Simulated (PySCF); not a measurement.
## C7H13NSi: full NMR table

| Item | Value |
| --- | --- |
| Formula | C7H13NSi |
| SMILES | CCc1cc(C)n([SiH3])c1 |
| Point group of the computed structure | C1 |
| Degrees of unsaturation | 3 |
| Carbon signals | 7 |
| Proton signals | 6 |

Mapped SMILES: `[CH3:1][CH2:2][c:3]1[cH:4][c:5]([CH3:6])[n:7]([SiH3:8])[cH:9]1`. Hydrogens are named by the atom that carries them.

All values are calculated (PySCF 2.14.0 with density-fitted response routines): GIAO PBE0/pcSseg-1 shieldings, geometry from PBE0-D3(BJ)/def2-SVP. Fast rotation and ring inversion assumed for equivalent nuclei, one conformer, no solvent model, non-relativistic Hamiltonian.

Shifts are taken against calculated references (same method and geometry level): 1H and 13C and 29Si against TMS; 15N vs NH3.

| carbon | δC, type | δH (multiplicity) | HMBC from (2–3 bonds) | span of the C tensor (ppm) |
| --- | --- | --- | --- | --- |
| C1 | 20.0, CH3 | 1.11 (t) | H(C2) | 32 |
| C2 | 23.8, CH2 | 2.30 (q) | H(C9), H(C4), H(C1) | 23 |
| C3 | 134.2, C | – | H(C9), H(C4), H(C2), H(C1) | 171 |
| C4 | 117.9, CH | 6.19 (m) | H(C9), H(C6), H(C2) | 153 |
| C5 | 137.0, C | – | H(C9), H(C4), H(Si8), H(C6) | 157 |
| C6 | 14.6, CH3 | 2.33 (s) | H(C4) | 30 |
| C9 | 126.7, CH | 6.39 (m) | H(C4), H(Si8), H(C2) | 129 |

Other nuclei:
| atoms | nucleus | environment | δ (ppm) | σ (ppm) |
| --- | --- | --- | --- | --- |
| H(Si8) | 1H | hydrogen on a silicon bonded to N | 4.93 | 26.33 |
| Si8 | 29Si | silicon bonded to N, 3 H | -51.3 | 403.3 |
| N7 | 15N | pyrrole-type ring nitrogen | 162.7 | 103.0 |

1. Carbon types of the structure: 2 × C, 2 × CH, 1 × CH2, 2 × CH3, leaving 3 H on heteroatoms.
2. δC 137.0: substituted aromatic carbon next to a ring nitrogen.
3. δC 134.2: substituted aromatic carbon.
4. δC 126.7: aromatic CH next to a ring nitrogen.
5. δC 117.9: aromatic CH.
6. δC 20.0: methyl carbon; a saturated carbon with 1 carbon neighbour and no heteroatom attached.

Shifts are as computed. Against solution values, carbons near 30 ppm lie about +2 ppm off and those near 130 ppm about +5 ppm. Of 1211 compounds with measured shifts, 218 miss one by over three times the rms of a fit or turn the order of signals round; such compounds aren't used in these exercises. Experimental scales use liquid or dissolved standards, which lie at an offset from isolated NH3 (liquid NH3: subtract about 20 ppm). Unscaled 15N shifts of sp2 nitrogen come out 20 to 40 ppm too high even then. No couplings were computed; multiplicities are counted from neighbouring protons, with m where these are inequivalent, close in shift, in a saturated or five-membered ring or joined by F or P, and br s for small geminal =CH2 splittings.
